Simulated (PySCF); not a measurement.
# Spinor energies of Ge¹⁵⁺ (germanium, charge +15)

Start: [Ne] 3s2 3p5; 3p1/2 filled at m_j = -1/2, +1/2; 3p3/2 filled at m_j = -1/2, +1/2, +3/2. Calculated with PySCF 2.14 in an uncontracted even-tempered set (19 s from 1.3 bohr⁻², ratio 2.4; 14 p from 1.7 bohr⁻², ratio 2.4; 5 d from 8.9 bohr⁻², ratio 2.6; 4 f from 13 bohr⁻², ratio 2.6): generalised Hartree-Fock with the X2C-1e Hamiltonian and a Gaussian nucleus; one run each with spin-orbit coupling (SO) switched off, then screened by Boettger's factors.

```json
{"spinor shell": "1s1/2", "electrons": "2", "ε, spin-free (eV)": "-11703.4", "ε, screened SO (eV)": "-11703.0", "weight of nominal j (screened SO)": "1.000", "rms radius, screened SO (bohr)": "0.0542"}
{"spinor shell": "2s1/2", "electrons": "2", "ε, spin-free (eV)": "-1976.2", "ε, screened SO (eV)": "-1976.0", "weight of nominal j (screened SO)": "1.000", "rms radius, screened SO (bohr)": "0.225"}
{"spinor shell": "2p1/2", "electrons": "2", "ε, spin-free (eV)": "-1788.6", "ε, screened SO (eV)": "-1811.4", "weight of nominal j (screened SO)": "0.999", "rms radius, screened SO (bohr)": "0.198"}
{"spinor shell": "3s1/2", "electrons": "2", "ε, spin-free (eV)": "-633.06", "ε, screened SO (eV)": "-632.98", "weight of nominal j (screened SO)": "1.000", "rms radius, screened SO (bohr)": "0.584"}
{"spinor shell": "3p1/2", "electrons": "2", "ε, spin-free (eV)": "-570.90", "ε, screened SO (eV)": "-575.19", "weight of nominal j (screened SO)": "0.939", "rms radius, screened SO (bohr)": "0.580"}
{"spinor shell": "3p3/2", "electrons": "3", "ε, spin-free (eV)": "-570.90", "ε, screened SO (eV)": "-568.72", "weight of nominal j (screened SO)": "0.959", "rms radius, screened SO (bohr)": "0.586"}
```

Task: Where does 2p3/2 lie, and what is the 2p spin-orbit splitting (screened SO)?

Result: At -1777.4 eV, 33.972 eV above 2p1/2.

| quantity | spin-free | screened SO |
| --- | --- | --- |
| E (hartree) | -1987.10250 | -1987.25985 |
| M_J | 3/2 | 3/2 |
| ⟨J²⟩ | 3.752 | 3.752 |
| ⟨L²⟩ | 2.001 | 2.003 |
| ⟨S²⟩ | 0.750 | 0.752 |

Each row is a mean over spinors that exchange with the open shell spreads, by up to 9.925 eV (3s1/2).

Without spin-orbit coupling the j labels of p, d and f shells carry no meaning; the spin-free column gives the mean over the occupied spinors of each nl shell.
